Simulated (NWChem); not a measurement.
System: C3H8BN; SMILES NB1CCC1

NWChem printed, in part:

```
             Northwest Computational Chemistry Package (NWChem) 7.3.0
             --------------------------------------------------------

 CS  symmetry detected

                             Geometry "geometry" -> ""
                             -------------------------

 Output coordinates in angstroms (scale by  1.889725989 to convert to a.u.)

  No.       Tag          Charge          X              Y              Z
 ---- ---------------- ---------- -------------- -------------- --------------
    1 N                    7.0000     0.00569888     1.99597058     0.00000000
    2 B                    5.0000    -0.00540682     0.59870668     0.00000000
    3 C                    6.0000    -0.00808187    -0.50686029     1.15457000
    4 C                    6.0000     0.01324550    -1.56571349     0.00000000
    5 C                    6.0000    -0.00808187    -0.50686029    -1.15457000
    6 H                    1.0000     0.01052096     2.55405154    -0.85465000
    7 H                    1.0000     0.01052096     2.55405154     0.85465000
    8 H                    1.0000     0.87384291    -0.53083931     1.82923100
    9 H                    1.0000    -0.91159921    -0.54417308     1.79959100
   10 H                    1.0000     0.92251272    -2.20116476     0.00000000
   11 H                    1.0000    -0.86339068    -2.24563652     0.00000000
   12 H                    1.0000    -0.91159921    -0.54417308    -1.79959100
   13 H                    1.0000     0.87384291    -0.53083931    -1.82923100

 Effective nuclear repulsion energy (a.u.)     160.4249614312

      Symmetry information
      --------------------

 Group name             Cs
 Group number              2
 Group order               2
 No. of unique centers     9

                                 NWChem DFT Module
                                 -----------------

 Summary of "ao basis" -> "ao basis" (spherical)
 ------------------------------------------------------------------------------
       Tag                 Description            Shells   Functions and Types
 ---------------- ------------------------------  ------  ---------------------
 N                          def2-svp                 6       14   3s2p1d
 B                          def2-svp                 6       14   3s2p1d
 C                          def2-svp                 6       14   3s2p1d
 H                          def2-svp                 3        5   2s1p

      Symmetry analysis of basis
      --------------------------

        a'         67
        a"         43

            General Information
            -------------------
          SCF calculation type: DFT
          Wavefunction type:  closed shell.
          No. of atoms     :    13
          No. of electrons :    38
           Alpha electrons :    19
            Beta electrons :    19
          Charge           :     0
          Spin multiplicity:     1
          Use of symmetry is: on ; symmetry adaption is: on
          Maximum number of iterations: 150
          AO basis - number of functions:   110
                     number of shells:    54
          Convergence on energy requested:  1.00D-06
          Convergence on density requested:  1.00D-05
          Convergence on gradient requested:  5.00D-04

              XC Information
              --------------
                          N12 Method XC Functional
                           N12 Exchange Functional  1.000
                         N12 Correlation Potential  1.000

             Grid Information
             ----------------
          Grid used for XC integration:  medium
          Radial quadrature: Mura-Knowles
          Angular quadrature: Lebedev.
          Tag              B.-S. Rad. Rad. Pts. Rad. Cut. Ang. Pts.
          ---              ---------- --------- --------- ---------
          N                   0.65       49          11.0       434
          B                   0.85       49           9.0       434
          C                   0.70       49          11.0       434
          H                   0.35       45          12.0       434
          Grid pruning is: on
          Number of quadrature shells:   421
          Spatial weights used:  Erf1

      Superposition of Atomic Density Guess
      -------------------------------------

 Sum of atomic energies:        -195.61683991

      Non-variational initial energy
      ------------------------------

 Total energy =    -198.980329
 1-e energy   =    -578.654559
 2-e energy   =     219.249269
 HOMO         =      -0.334365
 LUMO         =       0.030805

      Symmetry analysis of molecular orbitals - initial
      -------------------------------------------------

  Numbering of irreducible representations:

     1 a'          2 a"

  Orbital symmetries:

     1 a'          2 a'          3 a"          4 a'          5 a'
     6 a'          7 a'          8 a"          9 a'         10 a'
    11 a"         12 a'         13 a'         14 a"         15 a"
    16 a'         17 a'         18 a'         19 a"         20 a'
    21 a'         22 a'         23 a"         24 a'         25 a'
    26 a"         27 a"         28 a'         29 a"

     ---------------------------------------------
      Total Density - Mulliken Population Analysis
     ---------------------------------------------

    Atom       Charge   Shell Charges
 -----------   ------   -------------------------------------------------------
    1 N    7     7.44   1.99  1.02  0.35  2.58  1.49  0.01
    2 B    5     4.81   1.99  0.91  0.17  1.32  0.30  0.12
    3 C    6     6.39   1.99  0.98  0.23  2.08  1.09  0.02
    4 C    6     6.20   1.99  0.96  0.24  1.95  1.02  0.03
    5 C    6     6.39   1.99  0.98  0.23  2.08  1.09  0.02
    6 H    1     0.75   0.59  0.12  0.04
    7 H    1     0.75   0.59  0.12  0.04
    8 H    1     0.87   0.65  0.19  0.03
    9 H    1     0.87   0.65  0.19  0.03
   10 H    1     0.90   0.68  0.20  0.02
   11 H    1     0.90   0.68  0.20  0.02
   12 H    1     0.87   0.65  0.19  0.03
   13 H    1     0.87   0.65  0.19  0.03

   convergence    iter        energy       DeltaE   RMS-Dens  Diis-err
 ---------------- ----- ----------------- --------- --------- ---------
 d= 0,ls=0.0,diis     1   -198.5523889367 -3.59D+02  9.03D-03  4.40D-01
 d= 0,ls=0.0,diis     2   -198.5893641170 -3.70D-02  3.78D-03  1.61D-01
 d= 0,ls=0.0,diis     3   -198.5962635527 -6.90D-03  1.78D-03  1.05D-01
 d= 0,ls=0.0,diis     4   -198.6080828290 -1.18D-02  4.58D-04  3.86D-03
 d= 0,ls=0.0,diis     5   -198.6085477042 -4.65D-04  1.33D-04  2.32D-04
  Resetting Diis
 d= 0,ls=0.0,diis     6   -198.6085808584 -3.32D-05  1.86D-05  3.77D-06
 d= 0,ls=0.0,diis     7   -198.6085812793 -4.21D-07  1.35D-05  6.59D-07
 d= 0,ls=0.0,diis     8   -198.6085811875  9.19D-08  7.90D-06  1.34D-06

         Total DFT energy =     -198.608581187457
      One electron energy =     -584.789454378484
           Coulomb energy =      256.007233905648
    Exchange-Corr. energy =      -30.251322145779
 Nuclear repulsion energy =      160.424961431159

 Numeric. integr. density =       38.000000458238

                  Occupations of the irreducible representations
                  ----------------------------------------------

                     irrep           alpha         beta
                     --------     --------     --------
                     a'               13.0         13.0
                     a"                6.0          6.0

                       DFT Final Molecular Orbital Analysis
                       ------------------------------------

 Vector   17  Occ=2.000000D+00  E=-2.349144D-01  Symmetry=a'
              MO Center= -1.9D-03,  1.4D+00, -3.6D-16, r^2= 2.6D+00
   Bfn.  Coefficient  Atom+Function         Bfn.  Coefficient  Atom+Function
  ----- ------------  ---------------      ----- ------------  ---------------
     4      0.527424   1 N  px                7     -0.386258   1 N  px
    18      0.161919   2 B  px               32      0.111404   3 C  px
    60      0.111404   5 C  px               21     -0.110751   2 B  px
    86     -0.104815   9 H  s               101     -0.104815  12 H  s
    81      0.102093   8 H  s               106      0.102093  13 H  s

 Vector   18  Occ=2.000000D+00  E=-2.327730D-01  Symmetry=a'
              MO Center= -2.5D-03, -6.3D-01,  1.4D-14, r^2= 2.5D+00
   Bfn.  Coefficient  Atom+Function         Bfn.  Coefficient  Atom+Function
  ----- ------------  ---------------      ----- ------------  ---------------
    47     -0.322797   4 C  py               33      0.303616   3 C  py
    61      0.303616   5 C  py               19      0.238696   2 B  py
    16      0.212569   2 B  s                45     -0.179724   4 C  s
    50     -0.179876   4 C  py               96      0.161322  11 H  s
    36      0.156930   3 C  py               64      0.156930   5 C  py

 Vector   19  Occ=2.000000D+00  E=-2.225332D-01  Symmetry=a"
              MO Center= -4.6D-03, -8.9D-02, -3.8D-15, r^2= 2.5D+00
   Bfn.  Coefficient  Atom+Function         Bfn.  Coefficient  Atom+Function
  ----- ------------  ---------------      ----- ------------  ---------------
    20      0.373362   2 B  pz               34      0.286688   3 C  pz
    62      0.286688   5 C  pz               33     -0.187009   3 C  py
    61      0.187009   5 C  py               31     -0.177163   3 C  s
    59      0.177163   5 C  s                37      0.147809   3 C  pz
    65      0.147809   5 C  pz               81      0.123548   8 H  s

[...]
```

Level: N12/def2-SVP. The geometry was optimised at PBE-D3(BJ)/def2-SVP. No frequency run checked for a minimum.

Problem. Which NWChem input produces such a log?

Solution. This is not unique; one that fits is the input that was run:
```
start job
memory heap 200 mb stack 900 mb global 1100 mb
geometry units angstroms noautoz
  N      0.005814    -1.990812     0.000000
  B     -0.005279    -0.593548     0.000000
  C     -0.007944     0.512019     1.154570
  C      0.013393     1.570872     0.000000
  C     -0.007944     0.512019    -1.154570
  H      0.010631    -2.548893    -0.854650
  H      0.010631    -2.548893     0.854650
  H      0.873981     0.535990     1.829231
  H     -0.911461     0.549340     1.799591
  H      0.922666     2.206315     0.000000
  H     -0.863237     2.250803     0.000000
  H     -0.911461     0.549340    -1.799591
  H      0.873981     0.535990    -1.829231
end
basis spherical
  * library def2-svp
end
dft
  xc n12
  iterations 150
  mulliken
end
task dft energy
```
